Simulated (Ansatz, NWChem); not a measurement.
**BrCl (bromine chloride): the atomisation enthalpy at 298 K, rung by rung**

The species is BrCl (2 atoms), meant as a singlet with charge 0. SMILES: `ClBr`. Geometry: the measured bond length.

```xyz
2

Cl    0.0000    0.0000    0.0000
Br    0.0000    0.0000    2.1361
```

Quantity: the atomisation enthalpy at 298 K, in kJ/mol. The values are calculated. The thermal term (zero-point and 298 K enthalpy, harmonic and unscaled) is that of SVWN5/def2-TZVP; the spin-orbit lowering of the free atoms at 298 K, 18.1 kJ/mol by their spectra, is taken off.

Question: The value from experiment is 219 kJ/mol (Active Thermochemical Tables). From what is known of these methods, estimate their order from the nearest to it to the farthest.
A. MP2/def2-TZVPPD (NWChem)
B. revPBE/def2-TZVPPD (NWChem)
C. HF/def2-TZVPPD (Ansatz)
D. PBE-QIDH/def2-TZVPPD (Ansatz)
E. RPA@PBE/def2-TZVPPD (Ansatz)

Answer: B (219 kJ/mol, 0), A (214 kJ/mol, -5), D (207 kJ/mol, -12), E (156 kJ/mol, -63), C (56 kJ/mol, -163).
